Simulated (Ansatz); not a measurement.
Reaction (redistribution): `CBO[SiH2]F` + `O=C[SiH]([SiH3])Cl` → `CB[SiH]([SiH3])Cl` + `O=CO[SiH2]F`

Gas-phase electronic energies from Ansatz, PBE0-D4/def2-TZVP geometries. CCSD(T)/CBS is the MP2 limit (def2-TZVPP, def2-QZVPP) plus CCSD(T) − MP2 in def2-TZVPP, frozen cores. DFT in def2-TZVPP. B3LYP here is the variant with VWN-RPA as its local correlation; programs differ in this. Each species was taken in one conformer, which may not be the lowest.

```csv
level,ΔE (kJ/mol)
B3LYP-D4,112.2
ωB97X-V,105.4
ωB97M-V,112.8
B3LYP,115.8
MP2/def2-TZVPP,115.5
CCSD(T)/def2-TZVPP,113.0
SCS-MP2/def2-QZVPP,121.6
MP2/CBS(def2),118.8
```

(1) What does CCSD(T)/CBS give? (Estimate.)

Largest T1 diagnostic among the species: 0.015.

Answers

(1) Computed: +116.3 kJ/mol. The listed levels differ from it by -4.1, -10.9, -3.5, -0.5, -0.8, -3.3, 5.3, 2.5 kJ/mol.

In def2-TZVPP, CCSD(T) changes the Hartree–Fock value by −6.6 kJ/mol (the triples alone add −2.0 kJ/mol) and MP2 by −4.1 kJ/mol. The D4 term adds −3.6 kJ/mol with B3LYP and −2.0 kJ/mol with PBE0; it sums over pairs of atoms, weighted by their polarisabilities, and B3LYP, whose exchange is more repulsive, gets the larger term.
